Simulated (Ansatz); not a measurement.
Reaction (cleavage of the Si–Si bond): `F[Si](F)(F)[SiH3]` + HBr → `F[Si](F)(F)Br` + SiH₄

Computed with Ansatz on PBE0-D4/def2-TZVP structures; ΔE is electronic, products minus reactants. CCSD(T)/CBS adds triple-zeta CCSD(T) − MP2 to the extrapolated MP2 energy (def2 sets, frozen cores). This one scheme is used for every species. Functionals use def2-TZVPP. For Br outer-core shells are correlated without core-valence functions, which leaves a few kJ/mol of doubt a bond. Scalar relativity is left out up to krypton.

`F[Si](F)(F)[SiH3]`:

Z-matrix (Å, degrees):
```
Si
F 1 1.582
F 1 1.582 2 107.0
F 1 1.582 2 107.0 3 -114.3
Si 1 2.328 2 111.9 3 122.8
H 5 1.484 1 108.7 2 -60.0
H 5 1.484 1 108.7 2 60.0
H 5 1.484 1 108.7 2 -180.0
```

HBr:

Cartesian coordinates in Å:
```
Br -0.459 0.283 -0.462
H 0.459 -0.283 0.462
```

`F[Si](F)(F)Br`:

Z-matrix (Å, degrees):
```
Si
F 1 1.568
F 1 1.567 2 108.4
Br 1 2.162 2 110.6 3 -121.3
F 1 1.567 2 108.3 3 117.4
```

SiH₄:

Z-matrix (Å, degrees):
```
Si
H 1 1.485
H 1 1.485 2 109.5
H 1 1.485 2 109.5 3 -120.0
H 1 1.485 2 109.5 3 120.0
```

CCSD(T)/CBS gives -93.3 kJ/mol.

Problem. Another level gave -104.6 kJ/mol. Which?
A. HF/def2-TZVPP
B. PBE0-D4/def2-TZVPP
C. B2PLYP/def2-TZVPP
D. LDA (SPW92)/def2-TZVPP

Solution. A. HF/def2-TZVPP -104.6, B2PLYP -92.2, LDA (SPW92) -77.0, PBE0-D4 -83.5 kJ/mol.

Largest T1 diagnostic among the species: 0.013.

At CCSD(T), def2-SVP lies +5.9 kJ/mol from the extrapolated value and def2-TZVPP +2.0 kJ/mol. From r2SCAN to r2SCAN0 (25 % exact exchange), in def2-TZVPP and without D4, ΔE moves by −3.1 kJ/mol. In def2-TZVPP, CCSD(T) changes the Hartree–Fock value by +13.3 kJ/mol (the triples alone add +1.0 kJ/mol) and MP2 by +3.2 kJ/mol.
